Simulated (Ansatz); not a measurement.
`N#[C][Ge]([F])([F])[F]`, relaxed with RKS PBE0-D4/def2-TZVP in the Gaussian-basis code of Ansatz from a PBE-D4/def2-SVP geometry. The force threshold is 0.005 eV/Å; the program also tests the step.

Charge 0, multiplicity 1.

Start:

```xyz
6

N     0.869    0.326   -2.373
C     0.469    0.175   -1.282
Ge   -0.180   -0.068    0.492
F    -0.528    1.455    1.220
F     0.993   -0.878    1.459
F    -1.623   -1.010    0.483
```

Task: By how much does the energy fall, and how many steps does the optimiser take? (An estimate is asked.)

Result: Computed: 0.07 eV, in 4 steps.

Task: Which bonds change most? (Estimate.)

Result: Computed: Ge3–F6 from 1.723 to 1.695 Å; Ge3–F5 from 1.723 to 1.695 Å; Ge3–F4 from 1.723 to 1.695 Å; N1–C2 from 1.172 to 1.150 Å.

Task: Give the relaxed structure. (An estimate is asked.)

Result: Computed: 
```xyz
6

N     0.858    0.321   -2.342
C     0.466    0.174   -1.272
Ge   -0.179   -0.067    0.490
F    -0.522    1.431    1.205
F     0.976   -0.865    1.440
F    -1.598   -0.994    0.479
```
